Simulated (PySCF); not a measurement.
C₈H₁₃PS.
Atom-mapped SMILES: `[CH:1]#[C:2][CH2:3][P@@H:4](=[S:5])[CH:6]1[CH2:7][CH2:8][CH2:9][CH2:10]1`

NICS is the negative of the GIAO shielding at a point without a nucleus: at the ring centre (0) and 1 Å above and below it (1); zz is the component along the ring normal. Level: GIAO PBE0/pcSseg-1 (PySCF, non-relativistic, gas phase) on the GFN2-xTB geometry, one conformer.

Ring bond lengths (Å), with Mayer bond orders in brackets: C6–C7 1.537 (0.97), C7–C8 1.528 (1.05), C8–C9 1.525 (1.03), C9–C10 1.527 (1.03), C10–C6 1.539 (1.00).

Problem. Give the NICS values of each ring in ppm.

Solution. 
```tsv
ring	type	NICS(0)	NICS(1), two faces	NICS(1)zz, two faces	rms pucker (Å)	centre to ring atoms, mean (Å)
C6–C7–C8–C9–C10	5-membered carbocycle; formal bonds all single	-6.2	-3.8 / -4.9	-4.9 / -5.8	0.18	1.28
```

Problem. What do they say, and how far can they be read as aromaticity?

Solution. 
- C6–C7–C8–C9–C10: mean NICS(1)zz -5.4 ppm, shielded. C6, C7, C8, C9, C10 have four or more neighbours, and the NICS criterion for π rings isn't applied.

Problem. What is the mean of the two in-plane components of NICS at the second NICS(1) probe listed for ring C6–C7–C8–C9–C10, 1 Å off the ring?

Solution. The isotropic value is a third of the trace: (3 × -4.9 − (-5.8))/2 = -4.5 ppm.

On Arm Neoverse V1, one thread, no GPU, shared host, this took 66 s. This is the whole shielding run at PBE0/pcSseg-1, SCF included.
